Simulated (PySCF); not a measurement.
## Potential energy of SeN along the bond

Set-up: basis Se 6-31G(d,p), N 6-31G(d,p); no relativity; PySCF 2.14. Energies in eV from Se + N in their ground configurations at the same level. All curves are PBE0. state 1: ²Π (doublet), unpaired electrons π ↑; state 2: ⁴Π (quartet), unpaired electrons π ↑↑↑, a second solution, started from another occupation; state 3: sextet, unpaired electrons σ ↑, π ↑↑↑↑, a second solution, started from another occupation.

```
R (Å)  state 1  state 2  state 3
1.425   -1.723    2.811  11.8539
1.491   -2.721    1.180   9.5272
1.558   -3.258    0.053   7.7322
1.607   -3.440   -0.544   6.6461
1.657   -3.482   -0.977   5.7304
1.707   -3.421   -1.280   4.9504
1.773   -3.235   -1.529   4.0767
1.856   -2.923   -1.656   3.1938
1.955   -2.509   -1.624   2.3664
2.088   -1.961   -1.394   1.5613
```

Task: Put a parabola through the three lowest points of the state 1 curve and estimate Re, k and ωe (reduced mass 11.92 u; 1 eV/Å² = 0.16022 mdyn/Å; ωe = 1302.8·√(k/μ) cm⁻¹).

Result: Through R = 1.607, 1.657, 1.707 Å the second-order coefficient is 20.6 eV/Å², so Re ≈ 1.652 Å, k ≈ 6.60 mdyn/Å and ωe ≈ 969 cm⁻¹. A polynomial fit of higher order to the unrounded PBE0 energies gives Re = 1.650 Å, k = 6.97 mdyn/Å, ωe = 997 cm⁻¹; anharmonicity and rounding make the difference.

The higher-order fit for each curve: state 1: Re = 1.650 Å, ωe = 997 cm⁻¹, De = 3.48 eV; state 2: Re = 1.885 Å, ωe = 638 cm⁻¹, minimum 1.66 eV below the ground-state fragments. State 3 gave no clean fit.

⟨S²⟩ of the unrestricted solution departs from its pure value on part of the curve, where spin states mix. Spin–orbit coupling is left out. The state was picked by a PBE0 search and need not be the measured ground state.
